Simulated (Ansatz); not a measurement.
A structure relaxed at PBE-D4/def2-SVP in Ansatz, charge 1, doublet:

Cartesian coordinates in Å:
```
Be 0.788 -0.387 -1.304
Be -0.098 -0.324 0.875
Be -0.546 1.190 -0.870
Te 1.782 -1.555 0.370
Te -1.927 1.076 0.929
```

Problem. Give its formula and point group.

Solution. the cluster Be3Te2⁺. Point group C2 (tolerance 0.1 Å).

Problem. Summarise the bond lengths by kind (pairs closer than 1.2 times the sum of covalent radii, bridged metal pairs left out).

Solution. 4 × Be–Te 2.27 to 2.30 Å; 1 × Be–Be 2.11 Å.

In the def2 sets Te takes a core potential; there is no spin–orbit coupling. Another isomer (doublet) lies 0.51 eV lower at PBE0-D4/def2-TZVP; other spin states weren't run for this one.
